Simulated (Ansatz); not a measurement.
This geometry of GeH5NOSe (9 atoms, charge 0, multiplicity 1) is a first-order saddle point.

Method: RKS r2SCAN-D4/def2-SVP (Ansatz 0.2.0).

```xyz
9
Properties=species:S:1:pos:R:3
N -0.465 1.236 0.607
Ge 0.308 0.024 -0.467
O 1.569 -0.625 0.609
Se -1.315 -1.533 -1.182
H 0.043 1.651 1.379
H -1.413 1.565 0.480
H 0.961 0.517 -1.776
H 2.201 -1.181 0.135
H -1.801 -1.698 0.197
```

(1) Which two structures does it join? (They come from a converged band through this point; their orientation in space is the band's.)

(2) How far does it lie above each of them?

Answers

(1) No bond is made or broken. The height of N1 over the plane of its neighbours goes from 0.32 to -0.33 Å.

First end point:

```xyz
9
Properties=species:S:1:pos:R:3
N -0.547 1.120 0.756
Ge 0.289 0.024 -0.428
O 1.580 -0.638 0.601
Se -1.284 -1.555 -1.182
H 0.083 1.740 1.264
H -1.325 1.655 0.379
H 0.907 0.617 -1.716
H 2.155 -1.246 0.118
H -1.770 -1.763 0.191
```

Last end point:

```xyz
9
Properties=species:S:1:pos:R:3
N -0.272 1.474 0.579
Ge 0.322 0.137 -0.497
O 1.632 -0.553 0.488
Se -1.187 -1.611 -1.078
H -0.423 1.179 1.543
H -1.101 1.964 0.248
H 0.778 0.714 -1.846
H 1.827 -1.459 0.212
H -1.487 -1.892 0.335
```

(2) 0.034 eV above the first and 0.069 eV above the second. This is the barrier of this one path; another mechanism may lie lower.

Time of the run: 2.2 min on 2 threads of Intel(R) Xeon(R) 6975P-C (Granite Rapids), with other jobs on the host, peak memory 0.22 GiB.
